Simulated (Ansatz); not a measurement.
Basis-set series for `N[SiH]([SiH3])Cl`. Total charge 0; spin multiplicity 1. The geometry is a stationary point of PBE0-D4/def2-TZVP. It is one conformer, not always the lowest.

```tsv
functional	basis	functions	energy (Eh)	HOMO (eV)	LUMO (eV)
PBE0-D4	def2-TZVPP	241	-1097.22848	-7.90	-0.22
PBE0-D4	def2-QZVPP	447	-1097.26545	-7.93	-0.35
ωB97M-V	def2-TZVPP	241	-1097.58416	-10.01	1.45
ωB97M-V	def2-QZVPP	447	-1097.61914	-10.05	1.15
```

Question: Give the rows for def2-SVP. (Estimate.)

Answer: Ansatz gave: 
```json
{"functional": "PBE0-D4", "basis": "def2-SVP", "functions": "98", "energy (Eh)": "-1096.79196", "HOMO (eV)": "-7.75", "LUMO (eV)": "0.18"}
{"functional": "ωB97M-V", "basis": "def2-SVP", "functions": "98", "energy (Eh)": "-1097.14478", "HOMO (eV)": "-9.86", "LUMO (eV)": "2.04"}
```

Positive LUMOs are unbound and depend on the basis.
